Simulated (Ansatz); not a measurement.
**Reading a saddle point**

A first-order saddle point of GeH2ClF3, closed shell, PBE0-D4/def2-TZVP, with one imaginary mode of 1211i cm⁻¹:

```
7
angstrom
Ge -0.3261 0.3386 0.0297
Cl 0.9067 -1.2777 -1.3079
F -1.1528 0.8019 -1.3948
F -1.6423 -0.2026 0.9798
F 0.3933 1.8332 0.4520
H 1.0617 -1.0202 0.1867
H 0.7594 -0.4732 1.0546
```

Program: Ansatz 0.2.0. Basis: def2-TZVPP and def2-QZVPP. Cores are frozen in the correlated methods. Filled d shells of the heavier atoms are correlated. The def2 sets are not built for correlating such inner shells, so the correlated values are less sure here. Extrapolation: Hartree–Fock as exp(−7.88 √X), correlation as X^−2.97.

(1) Which contacts change along the imaginary mode, and what lies on either side? (A judgement: the text doesn't fix the answer.)

(2) Which side is lower, and how far does the saddle lie above each? (To be estimated.)

T1 diagnostic: at most 0.013. The start structure is not quite a true minimum (one mode of 83i cm⁻¹).

Results:

(1) The calculation gives: The step is GeClF₃ ([F][Ge]([F])([F])[Cl]) + H₂ → GeHF₃ ([F][GeH]([F])[F]) + HCl, with the molecules in contact on both sides. Shortening one way: Ge1–H7, Cl2–H6; lengthening the same way: Ge1–Cl2, H6–H7.
| pair | one side (Å) | saddle (Å) | other side (Å) |
| --- | --- | --- | --- |
| Ge1–H7 | 3.44 | 1.70 | 1.51 |
| Cl2–H6 | 3.44 | 1.52 | 1.28 |
| Ge1–Cl2 | 2.09 | 2.43 | 3.61 |
| H6–H7 | 0.75 | 1.07 | 3.45 |

(2) The calculation gives: The side with Ge1–Cl2, H6–H7 short is lower by 25.0 kJ/mol; the saddle lies 235.7 kJ/mol above it and 210.7 kJ/mol above the other (CCSD(T) at an estimated basis limit (MP2 extrapolated from triple and quadruple zeta, plus CCSD(T) − MP2 in triple zeta); electronic energies).

Labels in which every atom is bracketed show which atoms are joined, not bond orders.

For scale, one of the runs: CCSD(T)/def2-TZVPP, 211 basis functions, launched by `ansatz run in.yaml --threads 8 --pin off --events-out ev --progress --plain --max-ram 19148MiB`. Hardware: 8 CPU threads of an Intel Xeon Platinum 8488C, shared host. Wall time 41 s; peak host memory 3.3 GiB.
